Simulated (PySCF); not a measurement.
CH7AlO3Si, SMILES [OH][Al]([O][SiH2]C)[OH].

Geometry: B3LYP-D3(BJ)/def2-SVP. The structure was generated by enumeration; whether it is a known compound was not checked. One conformer was computed; it need not be the lowest.

All values below come from PySCF with B3LYP-D3(BJ)/def2-SVP.

Frequencies are harmonic and unscaled.

```
mode  ν (cm⁻¹)  IR (km/mol)  moving atoms (share of kinetic energy)
----  --------  -----------  --------------------------------------
1            6          0.0         O 30 %, H 29 %, C 25 %, Si 16 %
2           38          0.8                  O 59 %, C 19 %, H 16 %
3           63          0.4                          O 70 %, H 23 %
4          172          0.0                                  H 90 %
5          187          6.9         O 33 %, C 25 %, H 22 %, Si 15 %
6          219         29.4        O 55 %, H 20 %, Si 13 %, Al 11 %
7          282         21.8                 O 63 %, H 15 %, Al 15 %
8          291          7.4                 Al 56 %, O 22 %, H 22 %
9          334        272.0                  H 74 %, O 18 %, Al 8 %
10         354         32.3                          H 89 %, O 11 %
11         502         18.3                                  H 93 %
12         503         60.1        O 33 %, Si 28 %, H 21 %, Al 15 %
13         593        122.5                          H 81 %, O 16 %
14         610        198.7                          H 63 %, O 32 %
15         688          1.6                 C 41 %, H 34 %, Si 19 %
16         752         54.3                          H 84 %, Si 8 %
17         764         55.8                 H 62 %, C 21 %, Si 15 %
18         833         77.5                 O 51 %, Al 30 %, H 15 %
19         882         45.6                          H 77 %, C 18 %
20         955         86.8         H 69 %, Al 11 %, O 10 %, Si 8 %
21         956        265.7                 Al 38 %, O 34 %, H 24 %
22         987        217.0                         H 85 %, Si 10 %
23        1126        578.5                 O 75 %, Al 14 %, Si 8 %
24        1271         33.2                          H 77 %, C 22 %
25        1431          2.9                                  H 96 %
26        1436          1.9                                  H 96 %
27        2198        190.8                                  H 96 %
28        2206        132.4                                  H 98 %
29        3026          3.2                                  H 97 %
30        3117          8.3                           H 91 %, C 9 %
31        3122          7.3                           H 91 %, C 9 %
32        3924        106.6                                  H 94 %
33        3927         67.2                                  H 94 %
```
